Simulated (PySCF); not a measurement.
Polarisability and C₆ of Ir⁺ (iridium, charge +1)

[Xe] 4f14 5d7 6s1, high-spin 5F determinant. Calculation: PySCF 2.14, in x2c-TZVPPall with one added diffuse shell each of s, p, d, f type (12s8p8d4f1g, 113 functions); scalar relativity by spin-free X2C-1e. Coupled (time-dependent) response in atomic units; α is the mean over directions.

```csv
method,mean α (bohr³),C₆ (like pair),S(−4)
UHF,30.48,243.2,449.6
```

S(−4) is the Cauchy moment in α(ω) = α(0) + S(−4) ω² + …

Spin-orbit coupling is absent.

α(iu) at UHF:

```tsv
u (hartree)	α(iu) (bohr³)
0	30.48
0.0500	29.41
0.100	26.76
0.200	20.53
0.300	15.80
0.500	10.44
0.750	7.183
1.00	5.382
1.50	3.429
2.00	2.395
3.00	1.359
5.00	0.6071
```

A single London oscillator, α(iu) = α/(1 + u²/ω²), gives C₆ = (3/4) ω α². Matching the computed C₆ needs ω = 4 × 243.2 / (3 × 30.48²) = 0.349 hartree.

For an ion, C₆ is the dispersion term alone; charge-induced terms of lower order in 1/R come first.

Spin-orbit coupling, absent here, splits the open shell strongly.
